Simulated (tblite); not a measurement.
Compound: C5H4ClFS.
Atom-mapped SMILES: `[F:1][CH2:2][c:3]1[cH:4][cH:5][s:6][c:7]1[Cl:8]` (hydrogens: H9, H10 on C2; H11 on C4; H12 on C5)

Structure optimised with GFN2-xTB, isolated species.

(1) What internal coordinates does the optimisation give?

Answers

(1) 
```
         bond  length (Å)
        F1–C2       1.373
        C2–C3       1.496
        C3–C4       1.419
        C4–C5       1.354
        C5–S6       1.721
        S6–C7       1.732
       C7–Cl8       1.711
        C3–C7       1.365
C2–H9, C2–H10       1.096
       C4–H11       1.075
       C5–H12       1.071
```

Bonds in one row agree within 0.01 Å and their mean is given. A selection of angles:
```
    angle  degrees
 F1–C2–C3    110.7
 F1–C2–H9    107.3
F1–C2–H10    106.4
 C3–C2–H9    111.2
H9–C2–H10    109.9
 C2–C3–C4    123.8
 C2–C3–C7    124.6
 C4–C3–C7    111.5
 C3–C4–C5    113.1
C3–C4–H11    122.6
C5–C4–H11    124.3
 C4–C5–S6    112.4
C4–C5–H12    128.4
S6–C5–H12    119.2
 C5–S6–C7     90.5
S6–C7–Cl8    120.8
 C3–C7–S6    112.5
C3–C7–Cl8    126.7
```

Dihedral angles: F1–C2–C3–C4 -40° (synclinal). The mirror-image conformer, all signs reversed, is as good.

The C–C distances run from 1.354 Å (C4–C5, aromatic) to 1.496 Å (C2–C3, drawn single), a spread of 0.142 Å. Of the pairs four or more bonds apart, Cl8···H9 is among the closest relative to their van der Waals radii: 2.80 Å, 95 % of the sum of Bondi's values. The 5-membered ring C3–C4–C5–S6–C7 has internal angles of 90.5° to 113.1°; it is planar, 0.00 Å rms from its mean plane, widest ring torsion 1°.

Point group: C1 (no symmetry element, even within 0.4 Å). Its GFN2-xTB frequencies are all real (lowest 26 cm⁻¹). The numbers are those of one conformer.

These are computed values.
